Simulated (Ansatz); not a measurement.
`[NH2][Al]([F])[Cl]` + HBr → `[NH2][Al]([F])[Br]` + HCl  (ligand exchange at the Al–Cl bond)

Calculated with Ansatz (gas phase, PBE0-D4/def2-TZVP geometries, no zero-point term in ΔE). CBS: MP2 limit from def2 TZ/QZ plus the TZ coupled-cluster correction, frozen cores. This one scheme is used for every species. DFT in def2-TZVPP. B3LYP here is the variant with VWN-RPA as its local correlation; programs differ in this. For Br outer-core shells are correlated without core-valence functions, which leaves a few kJ/mol of doubt a bond. Scalar relativity is left out up to krypton. One conformer a species, not always the lowest.

```
        level  ΔE (eV)
    revPBE-D4     0.01
     B3LYP-D4     0.03
         BLYP     0.05
        B3LYP     0.03
        BHLYP     0.02
    CAM-B3LYP     0.04
 MP2/def2-SVP     0.02
MP2/CBS(def2)    -0.02
```

Problem. What does CCSD(T)/CBS give? (Estimate.)

Solution. The calculation gave: 0.00 eV. The listed levels differ from it by 0.01, 0.03, 0.05, 0.03, 0.02, 0.04, 0.02, -0.02 eV.

Problem. What do rigid-rotor, harmonic-oscillator terms from PBE0-D4/def2-TZVP frequencies (298.15 K, 1 bar) make of the CCSD(T)/CBS value? (An estimate is asked.)

Solution. Computed: ΔZPE = +0.01 eV, ΔH = +0.01 eV, ΔS = 0 J/(mol·K), ΔG = +0.01 eV.

Largest T1 diagnostic among the species: 0.010.

Leaving LDA and LC-ωPBE aside and taking each functional with its dispersion term where it has one, the values, not all of them listed here, spread over 0.07 eV, from PBE-QIDH to B97M-V. At CCSD(T), def2-SVP lies +0.05 eV from the extrapolated value and def2-TZVPP +0.01 eV.
